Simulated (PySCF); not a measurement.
**Adding and removing an electron: SnCl**

PBE0; basis Sn cc-pVDZ-PP with ECP28, Cl cc-pV(D+d)Z; scalar-relativistic core potentials; PySCF 2.14. Neutral (UKS): doublet (π ↑), Re = 2.398 Å, ωe = 345 cm⁻¹, De = 3.81 eV, HOMO -4.97 eV, LUMO -3.17 eV.

SnCl⁺ (UKS): singlet (closed shell), Re = 2.290 Å, ωe = 420 cm⁻¹, De = 4.04 eV to Sn⁺ + Cl. The energies at the minima are -674.38340 hartree for SnCl and -674.12339 for SnCl⁺.

Question: Work out the adiabatic ionisation energy, without and with harmonic zero-point energies (1 hartree = 27.2114 eV, 1 eV = 8065.5 cm⁻¹), and the change of the bond length.

Answer: At PBE0: 0.26001 hartree = 7.075 eV between the minima; the zero-point term (420.0 − 345.0)/2 cm⁻¹ = +0.005 eV makes it 7.080 eV. Re changes by -10.8 pm against the neutral. The electron leaves a π orbital, and the shorter bond of the ion fits an antibonding orbital, or a change in how ionic the bond is.

These are scalar-relativistic numbers at best; spin–orbit coupling would shift them, the dissociation energy most. For an ion De counts to the pair picked by the measured ionisation energies or electron affinities, which need not be the lowest pair at this level. States were picked by a PBE0 search and need not be the measured ground states.
